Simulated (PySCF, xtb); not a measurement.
F₂GeH₄Si, SMILES F[SiH]([GeH3])F.

Harmonic wavenumbers (cm⁻¹) from GFN2-xTB (xtb) at its own minimum, in rising order: 2, 125, 164, 240, 378, 418, 434, 621, 656, 800, 849, 863, 882, 883, 1998, 2076, 2083, 2371.

Task: What does PBE0-D3(BJ)/def2-SVP (PySCF) give at its own minimum? (The exact figures need the calculation; the answer reports its results.)

Result: 82, 131, 176, 298, 367, 467, 494, 777, 821, 828, 876, 878, 893, 960, 2161, 2168, 2174, 2273. Paired by order, the mean absolute difference is 67 cm⁻¹ and the zero-point energies are 22.6 and 24.1 kcal/mol.
